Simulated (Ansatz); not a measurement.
Computed against measured: atomisation enthalpy at 298 K

6 molecules without hydrogen; the atomisation enthalpy at 298 K in kJ/mol, computed less measured. Shapes, held fixed at every level: PBE0-D4/def2-TZVP. Flexible molecules stand in one conformer, not always the lowest. Thermal terms are harmonic and unscaled (PBE0-D4/def2-TZVP); the spin-orbit lowering of the free atoms is taken from their spectra. Programs: Ansatz 0.2.0. Measured values: Active Thermochemical Tables, CRC Handbook of Chemistry and Physics, NIST-JANAF tables.

Levels: A = PBE0-D4/def2-TZVPP; B = r2SCAN0-D4/def2-TZVPP; C = wB97M-V/def2-TZVPP.

```json
{"molecule": "Cl2 (SMILES ClCl)", "from tabulated heats": "243", "A": "+1", "B": "-21", "C": "+3"}
{"molecule": "ICl (iodine monochloride)", "from tabulated heats": "211", "A": "-9", "B": "-29", "C": "-17"}
{"molecule": "S2F2 (Difluorodisulfane)", "from tabulated heats": "1049", "A": "-14", "B": "-77", "C": "-1"}
{"molecule": "SO3 (sulfur trioxide)", "from tabulated heats": "1420", "A": "-21", "B": "-97", "C": "-13"}
{"molecule": "P4S3 (tetraphosphorus trisulfide)", "from tabulated heats": "2248", "A": "+19", "B": "-106", "C": "-4"}
{"molecule": "C2Cl3F3 (SMILES FC(F)(Cl)C(F)(Cl)Cl)", "from tabulated heats": "2753", "A": "+53", "B": "-67", "C": "+31"}
```

(1) Sum up the errors.

## Answers

(1) 
| level | kind | mean error | mean absolute error | worst case |
| --- | --- | --- | --- | --- |
| PBE0-D4/def2-TZVPP | global hybrid | +4.8 | 19.5 | C2Cl3F3 |
| r2SCAN0-D4/def2-TZVPP | global hybrid | -66.2 | 66.2 | P4S3 |
| wB97M-V/def2-TZVPP | range-separated hybrid | -0.2 | 11.5 | C2Cl3F3 |

On this set wB97M-V/def2-TZVPP has the smallest mean absolute error and r2SCAN0-D4/def2-TZVPP the largest. r2SCAN0-D4/def2-TZVPP is too low in 6 of 6; wB97M-V/def2-TZVPP is too low in 4 of 6. The heats of C2Cl3F3 come from older tables and can be uncertain by 10 kJ/mol or more. The molecules' own spin-orbit binding is left out, so errors for heavy halides read too negative. The tabulated values of S2F2, P4S3 are in doubt (older tables, estimates, or at odds with other calculations) and kept here. Over the 4 molecules whose values aren't doubted the mean absolute errors are A 21.0; B 53.5; C 16.0. For PBE0-D4/def2-TZVPP the error grows with the size of the molecule. For atoms past krypton def2 sets carry core potentials with scalar relativity. The set is small.
